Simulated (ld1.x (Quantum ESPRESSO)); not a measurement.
## Which setting gave this result? (zinc (Zn), TM)

Base potential:

```
Element                 : zinc (Zn)
Generator               : ld1.x (Quantum ESPRESSO) 7.5
Type                    : norm-conserving Troullier–Martins (Kleinman–Bylander form)
Functional              : PBEsol
Relativity              : scalar-relativistic
Frozen core             : [Ar]
Valence charge          : 12
Reference configuration : 3d10 4s1 4p1
Partial waves           : 4p (bound): rc 2.80 bohr; 3d (bound): rc 1.00 bohr; 4s (bound): rc 1.80 bohr
Local potential         : the s channel
Core correction         : Bessel-smoothed model core, default radius (core density twice the valence density)
```

Cutoffs, loose and tight: the cutoffs (Ry, on a coarse ladder) from which the occupation-weighted sum of valence levels, in a spherical-Bessel basis at the reference potential, stays within 10 and 1 mRy of its value at 400 Ry. They do not see the model core or the augmentation charge, which bear on the density cutoff. Test errors are all-electron minus pseudo excitation energies from the reference, over the configurations 3d10 4s2 4p0; 3d10 4s1 4p0; 3d10 4s0 4p0; 3d10 4s1.5 4p0; 3d9 4s0 4p0; 3d10 4s0 4p2; 3d8 4s0 4p0; variants that change the core or the reference have their own tests.

Only the scale of all radii but the core radius (base = 1) is moved (1 further runs of the sweep failed or gave no value and are left out):

```json
{"scale of all radii but the core radius (base = 1)": "0.89", "cutoff, loose": "300 Ry", "cutoff, tight": "over 300 Ry", "bound ghosts": "none", "largest test error (meV)": "-2431"}
{"scale of all radii but the core radius (base = 1)": "1.16", "cutoff, loose": "200 Ry", "cutoff, tight": "over 300 Ry", "bound ghosts": "none", "largest test error (meV)": "-2326"}
{"scale of all radii but the core radius (base = 1)": "1.27", "cutoff, loose": "180 Ry", "cutoff, tight": "300 Ry", "bound ghosts": "none", "largest test error (meV)": "-2390"}
{"scale of all radii but the core radius (base = 1)": "1.39", "cutoff, loose": "140 Ry", "cutoff, tight": "260 Ry", "bound ghosts": "none", "largest test error (meV)": "-2372"}
```

Task: One more run gave cutoff, loose: 230 Ry; cutoff, tight: over 300 Ry; bound ghosts: none; largest test error (meV): -2344. Which value of the scale of all radii but the core radius (base = 1) was used?

Result: 1.01. The loose cutoff moves one way along this sweep, from 300 Ry at 0.89 to 140 Ry at 1.39, which places the run between 0.89 and 1.16.
